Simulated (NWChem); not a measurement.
Program: NWChem. System: Cl$_{2}$Mg, charge 0, spin multiplicity 1, at a geometry optimised with PBE0/def2-SVP. The structure started from a generated list of species. Level: CCSD(T)/def2-TZVP, 15 core orbitals frozen.

Part of the output:

```
             Northwest Computational Chemistry Package (NWChem) 7.3.0
             --------------------------------------------------------

                                NWChem Input Module
                                -------------------

 Scaling coordinates for geometry "geometry" by  1.889725989
 (inverse scale =  0.529177249)

 Turning off AUTOSYM since
 SYMMETRY directive was detected!

                             Geometry "geometry" -> ""
                             -------------------------

 Output coordinates in angstroms (scale by  1.889725989 to convert to a.u.)

  No.       Tag          Charge          X              Y              Z
 ---- ---------------- ---------- -------------- -------------- --------------
    1 Mg                  12.0000     0.00000000     0.00000000     0.00000000
    2 Cl                  17.0000     0.00000000     0.00000000    -2.19298000
    3 Cl                  17.0000     0.00000000     0.00000000     2.19298000

 Effective nuclear repulsion energy (a.u.)     133.3210654326

            Nuclear Dipole moment (a.u.)
            ----------------------------
        X                 Y               Z
 ---------------- ---------------- ----------------
     0.0000000000     0.0000000000     0.0000000000

      Symmetry information
      --------------------

 Group name             D2h
 Group number             26
 Group order               8
 No. of unique centers     2

      Symmetry unique atoms

     1    2


 Summary of "ao basis" -> "" (spherical)
 ------------------------------------------------------------------------------
       Tag                 Description            Shells   Functions and Types
 ---------------- ------------------------------  ------  ---------------------
 *                         def2-tzvp                  on all atoms

 Summary of "ao basis" -> "ao basis" (spherical)
 ------------------------------------------------------------------------------
       Tag                 Description            Shells   Functions and Types
 ---------------- ------------------------------  ------  ---------------------
 Mg                        def2-tzvp                12       32   5s4p3d
 Cl                        def2-tzvp                13       37   5s5p2d1f

                                 NWChem SCF Module
                                 -----------------

  ao basis        = "ao basis"
  functions       =   106
  atoms           =     3
  closed shells   =    23
  open shells     =     0
  charge          =   0.00
  wavefunction    = RHF
  use symmetry    = T
  symmetry adapt  = T

 Summary of "ao basis" -> "ao basis" (spherical)
 ------------------------------------------------------------------------------
       Tag                 Description            Shells   Functions and Types
 ---------------- ------------------------------  ------  ---------------------
 Mg                        def2-tzvp                12       32   5s4p3d
 Cl                        def2-tzvp                13       37   5s5p2d1f

      Symmetry analysis of basis
      --------------------------

        ag         27
        au          3
        b1g         6
        b1u        20
        b2g        12
        b2u        13
        b3g        12
        b3u        13

 Forming initial guess at       0.1s

      Superposition of Atomic Density Guess
      -------------------------------------

 Sum of atomic energies:       -1118.56200839

      Non-variational initial energy
      ------------------------------

 Total energy =   -1118.765712
 1-e energy   =   -1815.118458
 2-e energy   =     563.031681
 HOMO         =      -0.457167
 LUMO         =      -0.083135

      Symmetry analysis of molecular orbitals - initial
      -------------------------------------------------

 !! scf_movecs_sym_adapt:   68 vectors were symmetry contaminated

  Symmetry fudging

 !! scf_movecs_sym_adapt:   60 vectors were symmetry contaminated

  Numbering of irreducible representations:

     1 ag          2 au          3 b1g         4 b1u         5 b2g
     6 b2u         7 b3g         8 b3u

  Orbital symmetries:

     1 ag          2 b1u         3 ag          4 ag          5 b1u
[...]
task       260 out of       741 done  35%  at       3.7 secs
task       300 out of       741 done  40%  at       4.1 secs
task       334 out of       741 done  45%  at       4.7 secs
task       371 out of       741 done  50%  at       5.4 secs
task       409 out of       741 done  55%  at       5.6 secs
task       446 out of       741 done  60%  at       5.9 secs
task       489 out of       741 done  65%  at       6.0 secs
task       519 out of       741 done  70%  at       6.3 secs
task       556 out of       741 done  75%  at       6.7 secs
task       594 out of       741 done  80%  at       7.1 secs
task       630 out of       741 done  85%  at       7.5 secs
task       667 out of       741 done  90%  at       8.0 secs
task       704 out of       741 done  95%  at       8.2 secs
task       741 out of       741 done 100%  at       8.5 secs
 commencing triples evaluation - blocking       1
 ccsd(t): done        1 out of       83 progress:    1.2%
 ccsd(t): done        2 out of       83 progress:    2.4%
 ccsd(t): done        3 out of       83 progress:    3.6%
 ccsd(t): done        4 out of       83 progress:    4.8%
 ccsd(t): done        5 out of       83 progress:    6.0%
 ccsd(t): done        6 out of       83 progress:    7.2%
 ccsd(t): done        7 out of       83 progress:    8.4%
 ccsd(t): done        8 out of       83 progress:    9.6%
 ccsd(t): done        9 out of       83 progress:   10.8%
 ccsd(t): done       10 out of       83 progress:   12.0%
 ccsd(t): done       11 out of       83 progress:   13.3%
 ccsd(t): done       12 out of       83 progress:   14.5%
 ccsd(t): done       13 out of       83 progress:   15.7%
 ccsd(t): done       14 out of       83 progress:   16.9%
 ccsd(t): done       15 out of       83 progress:   18.1%
 ccsd(t): done       16 out of       83 progress:   19.3%
 ccsd(t): done       17 out of       83 progress:   20.5%
 ccsd(t): done       18 out of       83 progress:   21.7%
 ccsd(t): done       19 out of       83 progress:   22.9%
 ccsd(t): done       20 out of       83 progress:   24.1%
 ccsd(t): done       21 out of       83 progress:   25.3%
 ccsd(t): done       22 out of       83 progress:   26.5%
 ccsd(t): done       23 out of       83 progress:   27.7%
 ccsd(t): done       24 out of       83 progress:   28.9%
 ccsd(t): done       25 out of       83 progress:   30.1%
 ccsd(t): done       26 out of       83 progress:   31.3%
 ccsd(t): done       27 out of       83 progress:   32.5%
 ccsd(t): done       28 out of       83 progress:   33.7%
 ccsd(t): done       29 out of       83 progress:   34.9%
 ccsd(t): done       30 out of       83 progress:   36.1%
 ccsd(t): done       31 out of       83 progress:   37.3%
 ccsd(t): done       32 out of       83 progress:   38.6%
 ccsd(t): done       33 out of       83 progress:   39.8%
 ccsd(t): done       34 out of       83 progress:   41.0%
 ccsd(t): done       35 out of       83 progress:   42.2%
 ccsd(t): done       36 out of       83 progress:   43.4%
 ccsd(t): done       37 out of       83 progress:   44.6%
 ccsd(t): done       38 out of       83 progress:   45.8%
 ccsd(t): done       39 out of       83 progress:   47.0%
 ccsd(t): done       40 out of       83 progress:   48.2%
 ccsd(t): done       41 out of       83 progress:   49.4%
 ccsd(t): done       42 out of       83 progress:   50.6%
 ccsd(t): done       43 out of       83 progress:   51.8%
 ccsd(t): done       44 out of       83 progress:   53.0%
 ccsd(t): done       45 out of       83 progress:   54.2%
 ccsd(t): done       46 out of       83 progress:   55.4%
 ccsd(t): done       47 out of       83 progress:   56.6%
 ccsd(t): done       48 out of       83 progress:   57.8%
 ccsd(t): done       49 out of       83 progress:   59.0%
 ccsd(t): done       50 out of       83 progress:   60.2%
 ccsd(t): done       51 out of       83 progress:   61.4%
 ccsd(t): done       52 out of       83 progress:   62.7%
 ccsd(t): done       53 out of       83 progress:   63.9%
 ccsd(t): done       54 out of       83 progress:   65.1%
 ccsd(t): done       55 out of       83 progress:   66.3%
 ccsd(t): done       56 out of       83 progress:   67.5%
 ccsd(t): done       57 out of       83 progress:   68.7%
 ccsd(t): done       58 out of       83 progress:   69.9%
 ccsd(t): done       59 out of       83 progress:   71.1%
 ccsd(t): done       60 out of       83 progress:   72.3%
 ccsd(t): done       61 out of       83 progress:   73.5%
 ccsd(t): done       62 out of       83 progress:   74.7%
 ccsd(t): done       63 out of       83 progress:   75.9%
 ccsd(t): done       64 out of       83 progress:   77.1%
 ccsd(t): done       65 out of       83 progress:   78.3%
 ccsd(t): done       66 out of       83 progress:   79.5%
 ccsd(t): done       67 out of       83 progress:   80.7%
 ccsd(t): done       68 out of       83 progress:   81.9%
 ccsd(t): done       69 out of       83 progress:   83.1%
 ccsd(t): done       70 out of       83 progress:   84.3%
 ccsd(t): done       71 out of       83 progress:   85.5%
 ccsd(t): done       72 out of       83 progress:   86.7%
 ccsd(t): done       73 out of       83 progress:   88.0%
 ccsd(t): done       74 out of       83 progress:   89.2%
 ccsd(t): done       75 out of       83 progress:   90.4%
 ccsd(t): done       76 out of       83 progress:   91.6%
 ccsd(t): done       77 out of       83 progress:   92.8%
 ccsd(t): done       78 out of       83 progress:   94.0%
 ccsd(t): done       79 out of       83 progress:   95.2%
 ccsd(t): done       80 out of       83 progress:   96.4%
 ccsd(t): done       81 out of       83 progress:   97.6%
 ccsd(t): done       82 out of       83 progress:   98.8%
 ccsd(t): done       83 out of       83 progress:  100.0%
 Time for integral evaluation pass     1        8.79
 Time for triples evaluation pass      1       11.49

 pseudo-e(mp4)  -0.17002246694241E-01
 pseudo-e(mp5)   0.11303048224921E-03
        e(t)    -0.16889216211992E-01

 --------------
 CCSD(T) Energy
 --------------
 Reference energy:                   -1118.799874247886237

 CCSD corr. energy:                     -0.433294233995604
 T(CCSD) corr. energy:                  -0.017002246694241
 Total CCSD+T(CCSD) energy:          -1119.250170728575995

 CCSD corr. energy:                     -0.433294233995604
 (T) corr. energy:                      -0.016889216211992
 Total CCSD(T) energy:               -1119.250057698093769

 routine      calls  cpu(0)   cpu-min  cpu-ave  cpu-max   i/o
 aoccsd          1     0.03     0.03     0.03     0.03    0.00
 iterdrv         1     0.05     0.05     0.05     0.05    0.00
 pampt          11     0.22     0.22     0.22     0.22    0.00
 t2pm           11     0.35     0.35     0.35     0.35    0.00
 sxy            11     1.52     1.52     1.52     1.52    0.00
 ints      5297479   156.79   156.79   156.79   156.79    0.00
 t2eri        8151    36.67    36.67    36.67    36.67    0.00
 idx2         8151     2.94     2.94     2.94     2.94    0.00
 idx34          11     0.17     0.17     0.17     0.17    0.00
 ht2pm          11     0.48     0.48     0.48     0.48    0.00
 itm            11     2.83     2.83     2.83     2.83    0.00
 pdiis          11     0.08     0.08     0.08     0.08    0.00
 triples         1     0.00     0.00     0.00     0.00    0.00
 rdtrpo          1     0.02     0.02     0.02     0.02    0.00
 trpmos          1     8.79     8.79     8.79     8.79    0.00
 trpdrv          1     1.32     1.32     1.32     1.32    0.00
 dovvv       47808     6.07     6.07     6.07     6.07    0.00
 doooo       47808     1.01     1.01     1.01     1.01    0.00
 tengy       42496     3.03     3.03     3.03     3.03    0.00
 Total               222.37   222.37   222.37   222.37    0.00

 Task  times  cpu:      230.9s     wall:      230.9s

 Total times  cpu:      231.0s     wall:      231.0s
```

Task: Write an NWChem input that would produce this output.

Result: This is not unique; one that fits is 
```
start mol
memory heap 100 mb stack 700 mb global 1900 mb
geometry units angstroms nocenter noautoz
  Mg     0.000000     0.000000     0.000000
  Cl     0.000000     0.000000    -2.192980
  Cl     0.000000     0.000000     2.192980
  symmetry group D2h
end
basis spherical
  * library def2-tzvp
end
scf
  rhf
  nopen 0
  maxiter 100
  thresh 1e-7
  semidirect memsize 60000000 filesize 0
end
ccsd
  freeze core 15
  maxiter 60
end
task ccsd(t) energy
```
